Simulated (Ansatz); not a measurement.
Si50H54, a nanocrystal cut from hexagonal silicon, 104 atoms. Hardware: 11 threads of AMD EPYC 7R13 on a shared host and a whole NVIDIA H100 80GB HBM3.

Single mean-field runs in STO-3G, def2-SVP, def2-mTZVP are fitted with def2-universal-jkfit.

**Question.** How many basis functions does each of these Ansatz runs have, and roughly what does it cost? PBE0-D4/def2-SVP, charge -1 doublet at the geometry of the charge 0 singlet, energy; PBE-D4/def2-SVP, charge 1 doublet at the geometry of the charge 0 singlet, energy, from earlier orbitals; PBE0-D4/def2-SVP, charge 0 triplet at the geometry of the charge 0 singlet, energy; PBE0-D4/def2-SVP, charge 0 singlet, energy and forces, from earlier orbitals; HF/STO-3G, charge 0 singlet, energy; PBE-D4/def2-SVP, charge 0 singlet, relaxation, 7 steps; r2SCAN-D4/def2-mTZVP, charge 0 singlet, energy, from earlier orbitals; PBE-D4/def2-SVP, charge 0 triplet at the geometry of the charge 0 singlet, energy, from earlier orbitals; r2SCAN-D4/def2-SVP, charge 0 singlet, energy, from earlier orbitals; PBE-D4/def2-SVP, charge 0 singlet, energy and forces, from earlier orbitals; PBE-D4/def2-SVP, charge -1 doublet at the geometry of the charge 0 singlet, energy, from earlier orbitals; PBE0-D4/def2-SVP, charge 1 doublet at the geometry of the charge 0 singlet, energy.

**Answer.** Other jobs shared the machine, so times can vary by a factor of up to 3.

```json
{"run": "HF/STO-3G, charge 0 singlet, energy", "functions": "504", "fitting or Cholesky vectors": "7372", "wall time": "6 s", "peak host memory (GiB)": "1.6"}
{"run": "r2SCAN-D4/def2-SVP, charge 0 singlet, energy, from earlier orbitals", "functions": "1170", "fitting or Cholesky vectors": "7372", "wall time": "14 s", "peak host memory (GiB)": "1.9"}
{"run": "PBE-D4/def2-SVP, charge 0 singlet, energy and forces, from earlier orbitals", "functions": "1170", "fitting or Cholesky vectors": "7372", "wall time": "16 s", "peak host memory (GiB)": "2"}
{"run": "r2SCAN-D4/def2-mTZVP, charge 0 singlet, energy, from earlier orbitals", "functions": "1262", "fitting or Cholesky vectors": "7372", "wall time": "18 s", "peak host memory (GiB)": "2"}
{"run": "PBE-D4/def2-SVP, charge 1 doublet at the geometry of the charge 0 singlet, energy, from earlier orbitals", "functions": "1170", "fitting or Cholesky vectors": "7372", "wall time": "30 s", "peak host memory (GiB)": "2.4"}
{"run": "PBE0-D4/def2-SVP, charge 0 singlet, energy and forces, from earlier orbitals", "functions": "1170", "fitting or Cholesky vectors": "7372", "wall time": "31 s", "peak host memory (GiB)": "13"}
{"run": "PBE-D4/def2-SVP, charge -1 doublet at the geometry of the charge 0 singlet, energy, from earlier orbitals", "functions": "1170", "fitting or Cholesky vectors": "7372", "wall time": "32 s", "peak host memory (GiB)": "2.3"}
{"run": "PBE-D4/def2-SVP, charge 0 triplet at the geometry of the charge 0 singlet, energy, from earlier orbitals", "functions": "1170", "fitting or Cholesky vectors": "7372", "wall time": "33 s", "peak host memory (GiB)": "2.3"}
{"run": "PBE0-D4/def2-SVP, charge 1 doublet at the geometry of the charge 0 singlet, energy", "functions": "1170", "fitting or Cholesky vectors": "7372", "wall time": "66 s", "peak host memory (GiB)": "2.4"}
{"run": "PBE-D4/def2-SVP, charge 0 singlet, relaxation, 7 steps", "functions": "1170", "fitting or Cholesky vectors": "7372", "wall time": "71 s", "peak host memory (GiB)": "2.1"}
{"run": "PBE0-D4/def2-SVP, charge -1 doublet at the geometry of the charge 0 singlet, energy", "functions": "1170", "fitting or Cholesky vectors": "7372", "wall time": "94 s", "peak host memory (GiB)": "2.5"}
{"run": "PBE0-D4/def2-SVP, charge 0 triplet at the geometry of the charge 0 singlet, energy", "functions": "1170", "fitting or Cholesky vectors": "7372", "wall time": "2 min", "peak host memory (GiB)": "2.5"}
```
